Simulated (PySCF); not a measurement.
F3Se, doublet, at a GFN2-xTB geometry (the spin is typed, not shown lowest), atoms displaced at random by about 0.03 Å a coordinate; PySCF with R2SCAN/STO-3G, gradient.

Here is a job for PySCF.
```python
from pyscf import gto, scf, dft

mol = gto.Mole()
mol.atom = '''
    Se   -0.27515765    0.21062466    0.09654945
    F    -0.98378623   -1.52957270    0.11925341
    F     0.76808438    1.51402588   -0.68319720
    F     1.20655546   -0.70123495    0.20131934
'''
mol.basis = 'sto-3g'
mol.spin = 1
mol.verbose = 4
mol.build()

mf = dft.UKS(mol)
mf.xc = 'r2scan'
mf.grids.level = 1
mf.kernel()
g = mf.nuc_grad_method()
g.grid_response = True
grad = g.kernel()
```

It wrote (shortened):

```
PySCF version 2.14.0

[INPUT] verbose = 4
[INPUT] num. atoms = 4
[INPUT] num. electrons = 61
[INPUT] charge = 0
[INPUT] spin (= nelec alpha-beta = 2S) = 1
[INPUT] symmetry False subgroup None
[INPUT] Mole.unit = angstrom
[INPUT] Symbol           X                Y                Z      unit          X                Y                Z       unit  Magmom
[INPUT]  1 Se    -0.275157650000   0.210624660000   0.096549450000 AA   -0.519972599579   0.398022922480   0.182452017977 Bohr   0.0
[INPUT]  2 F     -0.983786230000  -1.529572700000   0.119253410000 AA   -1.859086539818  -2.890473490612   0.225356284320 Bohr   0.0
[INPUT]  3 F      0.768084380000   1.514025880000  -0.683197200000 AA    1.451469118756   2.861094258704  -1.291055597070 Bohr   0.0
[INPUT]  4 F      1.206555460000  -0.701234950000   0.201319340000 AA    2.280059373499  -1.325142004473   0.380438416178 Bohr   0.0

nuclear repulsion = 314.822830606578
number of shells = 17
number of NR pGTOs = 99
number of NR cGTOs = 33
basis = sto-3g
ecp = {}

******** <class 'pyscf.dft.uks.UKS'> ********
method = UKS
initial guess = minao
damping factor = 0
level_shift factor = 0
DIIS = <class 'pyscf.scf.diis.CDIIS'>
diis_start_cycle = 1
diis_space = 8
diis_damp = 0
SCF conv_tol = 1e-09
SCF conv_tol_grad = None
SCF max_cycles = 50
direct_scf = True
direct_scf_tol = 1e-13
number electrons alpha = 31  beta = 30
XC library pyscf.dft.libxc version 7.1.2
    S. Lehtola, C. Steigemann, M. J. T. Oliveira, and M. A. L. Marques,  SoftwareX 7, 1–5 (2018)
XC functionals = r2scan
    J. W. Furness, A. D. Kaplan, J. Ning, J. P. Perdew, and J. Sun,  J. Phys. Chem. Lett. 11, 8208–8215 (2020)
    J. W. Furness, A. D. Kaplan, J. Ning, J. P. Perdew, and J. Sun,  J. Phys. Chem. Lett. 11, 9248–9248 (2020)
    J. W. Furness, A. D. Kaplan, J. Ning, J. P. Perdew, and J. Sun,  J. Phys. Chem. Lett. 11, 8208–8215 (2020)
    J. W. Furness, A. D. Kaplan, J. Ning, J. P. Perdew, and J. Sun,  J. Phys. Chem. Lett. 11, 9248–9248 (2020)
radial grids:
    Treutler-Ahlrichs [JCP 102, 346 (1995); DOI:10.1063/1.469408] (M4) radial grids

becke partition: Becke, JCP 88, 2547 (1988); DOI:10.1063/1.454033
pruning grids: <function nwchem_prune>
grids dens level: 1
symmetrized grids: False
atomic radii adjust function: <function treutler_atomic_radii_adjust>
small_rho_cutoff = 0
Set gradient conv threshold to 3.16228e-05
tot grids = 23232
init E= -2667.08722302145

cycle= 1 E= -2669.86653272241  delta_E= -2.78  |g|= 0.224  |ddm|= 2.03
cycle= 2 E= -2669.60197947178  delta_E= 0.265  |g|= 0.625  |ddm|= 1.36
cycle= 3 E= -2669.79146716454  delta_E= -0.189  |g|= 0.394  |ddm|= 1.26
cycle= 4 E= -2669.89250959993  delta_E= -0.101  |g|= 0.163  |ddm|= 0.821
cycle= 5 E= -2669.91013771246  delta_E= -0.0176  |g|= 0.0752  |ddm|= 0.356
cycle= 6 E= -2669.91537559157  delta_E= -0.00524  |g|= 0.0219  |ddm|= 0.153
cycle= 7 E= -2669.9157966133  delta_E= -0.000421  |g|= 0.00185  |ddm|= 0.0377
cycle= 8 E= -2669.91580096471  delta_E= -4.35e-06  |g|= 0.000576  |ddm|= 0.00646
cycle= 9 E= -2669.91580144345  delta_E= -4.79e-07  |g|= 7.14e-05  |ddm|= 0.00219
cycle= 10 E= -2669.91580145237  delta_E= -8.92e-09  |g|= 9.24e-06  |ddm|= 0.000335
cycle= 11 E= -2669.91580145251  delta_E= -1.4e-10  |g|= 1.94e-06  |ddm|= 3.74e-05
Extra cycle  E= -2669.91580145249  delta_E= 1.46e-11  |g|= 5.24e-06  |ddm|= 1.41e-05
converged SCF energy = -2669.91580145249  <S^2> = 0.75567418  2S+1 = 2.0056662

******** <class 'pyscf.grad.uks.Gradients'> for <class 'pyscf.dft.uks.UKS'> ********
unit = Eh/Bohr
grid_response = True
--------------- UKS gradients ---------------
         x                y                z
0 Se     0.0648094289    -0.0236364814    -0.0056415272
1 F     0.0014071036     0.0110193380    -0.0000775845
2 F    -0.0174974045    -0.0097762247     0.0073296695
3 F    -0.0487191280     0.0223933682    -0.0016105579
----------------------------------------------
```
